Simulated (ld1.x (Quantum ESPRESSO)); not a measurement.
**W (Z = 74), TM: configuration errors across variants**

W, norm-conserving Troullier–Martins (Kleinman–Bylander form), made with ld1.x (Quantum ESPRESSO) 7.5 (PBEsol, scalar-relativistic). Core [Kr] 4d10 4f14 5s2, reference 5p6 5d4 6s2 6p0. Waves: 6s (bound): rc 2.00 bohr; 5p (bound): rc 1.80 bohr; 5d (bound): rc 1.55 bohr. Local part: all-electron potential smoothed inside 1.55 bohr (lloc = -1). Core correction: a·sin(br)/r model core, default radius (core density twice the valence density).

All-electron excitation energies from the reference (eV): (1) 5p6 5d4 6s1 6p0 8.925; (2) 5p6 5d4 6s0 6p0 24.620; (3) 5p6 5d3 6s0 6p0 50.023; (4) 5p6 5d3 6s2 6p0 8.873; (5) 5p6 5d4.5 6s1.5 6p0 0.696; (6) 5p6 5d4 6s1.5 6p0 3.652; (7) 5p6 5d2 6s0 6p0 87.250.

The default core radius of the base comes out at 0.92 bohr.

1 further variants failed, have other tests or too few solved ones, and are left out.

A true bound ghost makes a file unfit for plane-wave use even where its test errors are small: the radial tests pick states by their node count and pass the ghost by.

Errors AE − PS in meV (a dash: test not solved or not reliable):

```tsv
change	(1)	(2)	(3)	(4)	(5)	(6)	(7)	bound ghosts
base	-5.3	-23	-22	+4.6	-4.7	-1.8	-75	s
wave 5p (bound): rc 1.80 bohr becomes 5p (bound): rc 1.44 bohr	-5.3	-23	-22	+4.3	-4.7	-1.8	-80	s
local potential all-electron potential smoothed inside 1.70 bohr (lloc = -1)	-5.6	-23	-23	-1.6	-5.0	-1.8	-79	s
wave 5d (bound): rc 1.55 bohr becomes 5d (bound): rc 2.06 bohr	-5.3	-23	-22	+4.4	-4.6	-1.7	-75	s
wave 6s (bound): rc 2.00 bohr becomes 6s (bound): rc 2.90 bohr	-8.1	-40	-21	+4.5	-6.7	-2.3	-43	s
all radii but the core radius scaled by about 0.80 (s 1.60, p 1.44, d 1.24 bohr); local potential all-electron potential smoothed inside 1.24 bohr (lloc = -1)	-20	-115	-129	-5.4	-12	-4.5	-213	s
```

**Question.** Give the same row for: core correction none.

**Answer.** -4.1, -13, +4.0, +8.3, -3.5, -1.5, +12; bound ghosts: s.
